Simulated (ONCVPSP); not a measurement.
# Building the ONCV potential for Tm (PBE, scalar-relativistic).

ONCVPSP 4.0.1 was run on this input:

```
# ATOM AND REFERENCE CONFIGURATION
# atsym  z   nc   nv     iexc    psfile
  Tm 69.00    9    5        4      upf
#
#   n    l    f
    1    0    2.00
    2    0    2.00
    2    1    6.00
    3    0    2.00
    3    1    6.00
    3    2   10.00
    4    0    2.00
    4    1    6.00
    4    2   10.00
    4    3   12.50
    5    0    2.00
    5    1    6.00
    5    2    0.50
    6    0    2.00
#
# PSEUDOPOTENTIAL AND OPTIMIZATION
# lmax
    3
#
#   l,   rc,      ep,       ncon, nbas, qcut
    0    2.40    0.00    3    6    5.50
    1    1.80    0.00    5    9    7.90
    2    3.70    0.00    4    9    3.80
    3    0.80    0.00    4    9   18.80
#
# LOCAL POTENTIAL
# lloc, lpopt,  rc(5),   dvloc0
    4    5    0.70    6.00
#
# VANDERBILT-KLEINMAN-BYLANDER PROJECTORs
# l, nproj, debl
    0    2    0.30
    1    2    1.60
    2    2    3.50
    3    2    2.40
#
# MODEL CORE CHARGE
# icmod, fcfact, rcfact
    2    0.30    0.85
#
# LOG DERIVATIVE ANALYSIS
# epsh1, epsh2, depsh
   -4.00    5.00    0.02
#
# OUTPUT GRID
# rlmax, drl
    6.00    0.01
#
# TEST CONFIGURATIONS
# ncnf
    4
# nvcnf
#   n    l    f
    5
    4    3   13.00
    5    0    2.00
    5    1    6.00
    5    2    0.00
    6    0    2.00
#
    5
    4    3   13.00
    5    0    2.00
    5    1    6.00
    5    2    0.00
    6    0    1.00
#
    5
    4    3   13.00
    5    0    2.00
    5    1    6.00
    5    2    0.00
    6    0    0.00
#
    5
    4    3   13.00
    5    0    1.00
    5    1    6.00
    5    2    0.00
    6    0    2.00
#
```

Command:

```bash
oncvpsp.x < Tm.dat > Tm.out
```

The program printed (shortened: citation, most of the input echo, consistency checks and plot data are left out):

```
ONCVPSP  (Optimized Norm-Conservinng Vanderbilt PSeudopotential)
scalar-relativistic version 4.0.1

#   n    l    f        energy (Ha)
    1    0    2.00    -2.1790578E+03
    2    0    2.00    -3.6774639E+02
    2    1    6.00    -3.2467869E+02
    3    0    2.00    -8.2761966E+01
    3    1    6.00    -6.9723196E+01
    3    2   10.00    -5.3637209E+01
    4    0    2.00    -1.6413523E+01
    4    1    6.00    -1.2128014E+01
    4    2   10.00    -6.4394287E+00
    4    3   12.50    -2.3070574E-01
    5    0    2.00    -2.0428945E+00
    5    1    6.00    -1.0557791E+00
    5    2    0.50    -5.1896663E-02
    6    0    2.00    -1.5596362E-01

Reference configufation results
  iterations    38
  all-electron total energy (Ha)   -1.35674031D+04

Begin loop to  construct optimized pseudo wave functions
and semi-local pseudopoentials for all angular momenta

Calculating optimized projector #   1

 for l=   0

    Fraction of norm inside rc  0.988700
    Optimizing pswf for qcut=   5.51 a_B^-1,  ecut=  15.17 Ha
    Residual kinetic energy error=  3.89D-07 Ha

    Energy error per electron        Cutoff
         Ha          eV             Ha
         0.01000     0.27211        3.57
         0.00100     0.02721        5.69
         0.00010     0.00272       10.25
         0.00001     0.00027       12.37

Calculating optimized projector #   2

 for l=   0

    Fraction of norm inside rc  0.121420
    Optimizing pswf for qcut=   5.51 a_B^-1,  ecut=  15.17 Ha
    Residual kinetic energy error=  2.97D-07 Ha

    Energy error per electron        Cutoff
         Ha          eV             Ha
         0.01000     0.27211        2.79
         0.00100     0.02721        6.22
         0.00010     0.00272       10.41
         0.00001     0.00027       12.66

   Wellstate for l =  1  n =  6
     eigenvalue =   0.5442
     asymptotic potential =   1.0442
     half-point radius =  3.1665

Calculating optimized projector #   1

 for l=   1

    Fraction of norm inside rc  0.778118
    Optimizing pswf for qcut=   7.90 a_B^-1,  ecut=  31.18 Ha
    Residual kinetic energy error=  6.17D-06 Ha

    Energy error per electron        Cutoff
         Ha          eV             Ha
         0.01000     0.27211       16.09
         0.00100     0.02721       22.17
         0.00010     0.00272       26.51
         0.00001     0.00027       30.59

Calculating optimized projector #   2

 for l=   1

    Fraction of norm inside rc  0.125355
    Optimizing pswf for qcut=   7.90 a_B^-1,  ecut=  31.18 Ha
    Residual kinetic energy error=  4.52D-06 Ha

    Energy error per electron        Cutoff
         Ha          eV             Ha
         0.01000     0.27211       14.26
         0.00100     0.02721       21.52
         0.00010     0.00272       26.26
         0.00001     0.00027       30.02

   Wellstate for l =  2  n = 10
     eigenvalue =   3.4481
     asymptotic potential =   3.9481
     half-point radius =  6.4654

Calculating optimized projector #   1

 for l=   2

    Fraction of norm inside rc  0.696305
    Optimizing pswf for qcut=   3.80 a_B^-1,  ecut=   7.20 Ha
    Residual kinetic energy error=  5.33D-06 Ha

    Energy error per electron        Cutoff
         Ha          eV             Ha
         0.01000     0.27211        4.01
         0.00100     0.02721        5.19
         0.00010     0.00272        6.23
         0.00001     0.00027        7.46

Calculating optimized projector #   2

 for l=   2

    Fraction of norm inside rc  0.195586
    Optimizing pswf for qcut=   3.80 a_B^-1,  ecut=   7.20 Ha
    Residual kinetic energy error=  2.95D-03 Ha

    Energy error per electron        Cutoff
         Ha          eV             Ha
         0.01000     0.27211        6.85
         0.00100     0.02721       13.24
         0.00010     0.00272       28.12
         0.00001     0.00027       35.51

   Wellstate for l =  3  n =  5
     eigenvalue =   2.1693
     asymptotic potential =   2.6693
     half-point radius =  2.1978

Calculating optimized projector #   1

 for l=   3

    Fraction of norm inside rc  0.636627
    Optimizing pswf for qcut=  18.80 a_B^-1,  ecut= 176.75 Ha
    Residual kinetic energy error=  3.75D-04 Ha

    Energy error per electron        Cutoff
         Ha          eV             Ha
         0.01000     0.27211      148.46
         0.00100     0.02721      167.04
         0.00010     0.00272      392.37
         0.00001     0.00027      979.22

Calculating optimized projector #   2

 for l=   3

    Fraction of norm inside rc  0.086170
    Optimizing pswf for qcut=  18.80 a_B^-1,  ecut= 176.75 Ha
    Residual kinetic energy error=  1.46D-04 Ha

    Energy error per electron        Cutoff
         Ha          eV             Ha
         0.01000     0.27211      138.12
         0.00100     0.02721      161.17
         0.00010     0.00272      180.63
         0.00001     0.00027      324.02

Construct Vanderbilt / Kleinmman-Bylander projectors

B matrix Hermiticity error, ll=   0
   1   2    1.7138E-04

  Orthonormal projector coefficients  2.3276E+01  1.0986E+00

B matrix Hermiticity error, ll=   1
   1   2    2.1791E-04

  Orthonormal projector coefficients  1.7638E+01  1.3140E+00

B matrix Hermiticity error, ll=   2
   1   2    1.3135E-04

  Orthonormal projector coefficients  7.6242E+00 -7.4014E-01

B matrix Hermiticity error, ll=   3
   1   2    8.0360E-04

  Orthonormal projector coefficients -3.1130E+01 -9.9400E+00

Model core correction analysis
  based on d2Exc/dn_idn_j

d2excae - all-electron derivatives

   -2.034305D-02   -1.197959D-02   -8.852011D-03   -2.322147D-03
   -1.073124D-03
   -1.197940D-02   -2.646216D-02   -2.303126D-02   -6.268245D-03
   -1.446482D-03
   -8.851844D-03   -2.303121D-02   -2.368800D-02   -9.692509D-03
   -2.735275D-03
   -2.322078D-03   -6.268124D-03   -9.692460D-03   -1.721387D-02
   -1.834316D-02
   -1.072977D-03   -1.446131D-03   -2.734443D-03   -1.833867D-02
   -2.667037D-02

d2excps - pseudofunction derivatives with no core correction

   -4.036720D-02   -2.158328D-02   -1.065200D-02   -1.883163D-03
   -1.716567D-03
   -2.158349D-02   -2.326456D-02   -2.090980D-02   -4.761375D-03
   -1.386776D-03
   -1.065183D-02   -2.090955D-02   -2.491478D-02   -9.198486D-03
   -2.604802D-03
   -1.883078D-03   -4.761123D-03   -9.198365D-03   -1.915010D-02
   -1.897863D-02
   -1.716439D-03   -1.386432D-03   -2.603947D-03   -1.897392D-02
   -2.665668D-02

rms 2nd derivative error    4.993951E-03

amplitude prefactor, scale prefactor
    6.2008    1.2667

d2excps - pseudofunction derivatives with core correction

   -2.764372D-02   -1.610664D-02   -9.429381D-03   -1.859941D-03
   -1.307703D-03
   -1.610658D-02   -2.043506D-02   -1.975351D-02   -4.745766D-03
   -1.195510D-03
   -9.429200D-03   -1.975327D-02   -2.435307D-02   -9.202881D-03
   -2.528565D-03
   -1.859856D-03   -4.745512D-03   -9.202748D-03   -1.915250D-02
   -1.897580D-02
   -1.307556D-03   -1.195149D-03   -2.527710D-03   -1.897108D-02
   -2.664324D-02

rms 2nd derivative error    2.503703E-03

Pseudoatom total energy -218.338589

Diagnostic tests using Vanderbilt-Kleinman-Bylander pseudopotentials
  1 or more projectors used as specified by nproj input data

   l    rcore       rmatch      e in        delta e   norm test  slope test

   0   2.4034215   2.4763946  -2.0428945   0.0000007   1.0001702   1.0001541
   0   2.4034215   2.4763946  -0.1559636   0.0000023   1.0000258   0.9999952

   1   1.8035445   1.8583040  -1.0557791   0.0000043   1.0001474   1.0001673
   1   1.8035445   1.8583040   0.5442209   0.0000174   1.0002679   1.0002679

   2   3.7194826   3.8324142  -0.0518967  -0.0000002   0.9999161   0.9999153
   2   3.7194826   3.8324142   3.4481033   0.0000125   1.0001216   1.0001216

   3   0.8042656   0.8286848  -0.2307057   0.0001316   1.0004175   1.0002814
   3   0.8042656   0.8286848   2.1692943  -0.0000594   1.0008546   1.0008546

 Testing for bound ghosts
   n   l    E NL Schr. Eq   E Basis Diag.   E Cutoff

       0                      -13.706528     22.50  WARNING - GHOST(-)
   1   0       -2.042894       -2.042756     22.50
   2   0       -0.155961       -0.143415     22.50

       1                       -2.180633    121.62  WARNING - GHOST(-)
   2   1       -1.055775       -1.055707    121.62

   3   2       -0.051897       -0.051321     32.02

   4   3       -0.230574       -0.205024    762.49

 Testing for highly-localized positive-energy ghosts
       l    <radius>/rc     E Basis Diag.   E Cutoff

       2        0.684986        1.715238     32.02  WARNING - GHOST(+)

Test configuration 0

   n   l     f        eae           eps        diff
   1   0  2.0000-2179.05784872
   2   0  2.0000 -367.74639258
   2   1  6.0000 -324.67869131
   3   0  2.0000  -82.76196564
   3   1  6.0000  -69.72319581
   3   2 10.0000  -53.63720905
   4   0  2.0000  -16.41352281
   4   1  6.0000  -12.12801389
   4   2 10.0000   -6.43942869
   4   3 12.5000   -0.23070574   -0.23057415    1.32D-04
   5   0  2.0000   -2.04289449   -2.04289376    7.30D-07
   5   1  6.0000   -1.05577906   -1.05577473    4.33D-06
   5   2  0.5000   -0.05189666   -0.05189683   -1.66D-07
   6   0  2.0000   -0.15596362   -0.15596130    2.32D-06

    Total energies and differences
      AE_ref= -1.35674031D+04  AE_tst= -1.35674031D+04  dif=  0.00D+00
      PS_ref= -2.18338589D+02  PS_tst= -2.18338589D+02  dif=  2.56D-13
      PSP excitation error= -2.56D-13

Test configuration 1

   n   l     f        eae           eps        diff
   1   0  2.0000-2178.93609947
   2   0  2.0000 -367.61628985
   2   1  6.0000 -324.54971349
   3   0  2.0000  -82.61978265
   3   1  6.0000  -69.58121505
   3   2 10.0000  -53.49640534
   4   0  2.0000  -16.27494387
   4   1  6.0000  -11.99159863
   4   2 10.0000   -6.30644257
   4   3 13.0000   -0.11362534   -0.10996767    3.66D-03
   5   0  2.0000   -1.96153229   -1.95133072    1.02D-02
   5   1  6.0000   -0.98861819   -0.98829704    3.21D-04
   6   0  2.0000   -0.14239114   -0.14221445    1.77D-04

    Total energies and differences
      AE_ref= -1.35674031D+04  AE_tst= -1.35674707D+04  dif= -6.75D-02
      PS_ref= -2.18338589D+02  PS_tst= -2.18402486D+02  dif= -6.39D-02
      PSP excitation error= -3.65D-03

Test configuration 2

   n   l     f        eae           eps        diff
   1   0  2.0000-2179.18145025
   2   0  2.0000 -367.86067234
   2   1  6.0000 -324.79423569
   3   0  2.0000  -82.86282491
   3   1  6.0000  -69.82428369
   3   2 10.0000  -53.73959894
   4   0  2.0000  -16.51851293
   4   1  6.0000  -12.23538089
   4   2 10.0000   -6.55051365
   4   3 13.0000   -0.35825179   -0.35426780    3.98D-03
   5   0  2.0000   -2.20891240   -2.19746268    1.14D-02
   5   1  6.0000   -1.23549232   -1.23445519    1.04D-03
   6   0  1.0000   -0.33684283   -0.33618172    6.61D-04

    Total energies and differences
      AE_ref= -1.35674031D+04  AE_tst= -1.35672322D+04  dif=  1.71D-01
      PS_ref= -2.18338589D+02  PS_tst= -2.18165421D+02  dif=  1.73D-01
      PSP excitation error= -2.30D-03

Test configuration 3

psatom: WARNING lschvkbb convergence error n,l,iter=   3   2   4
ea(ii),et,emin,emax -5.611249E-02 -6.172374E-02 -6.172374E-02 -6.172374E-02
run_config: WARNING for fully non-local PS atom, stg. 1
 WARNING no output for configuration 4

Test configuration 4

   n   l     f        eae           eps        diff
   1   0  2.0000-2179.43854714
   2   0  2.0000 -368.10054811
   2   1  6.0000 -325.03579627
   3   0  2.0000  -83.08502058
   3   1  6.0000  -70.04679789
   3   2 10.0000  -53.96355315
   4   0  2.0000  -16.74904545
   4   1  6.0000  -12.46834323
   4   2 10.0000   -6.78580433
   4   3 13.0000   -0.58644844   -0.59763710   -1.12D-02
   5   0  1.0000   -2.42605476   -2.42099178    5.06D-03
   5   1  6.0000   -1.42795670   -1.42736704    5.90D-04
   6   0  2.0000   -0.39768401   -0.39672422    9.60D-04

    Total energies and differences
      AE_ref= -1.35674031D+04  AE_tst= -1.35652837D+04  dif=  2.12D+00
      PS_ref= -2.18338589D+02  PS_tst= -2.16223451D+02  dif=  2.12D+00
      PSP excitation error=  4.27D-03
```

Note: ghosts flagged at negative energy: s at -373.0 eV, p at -59.3 eV; GHOST(+) flagged for d at 46.7 eV. A true bound ghost makes a file unfit for plane-wave use.

The run took about 9.3 s on one core of a shared server CPU.
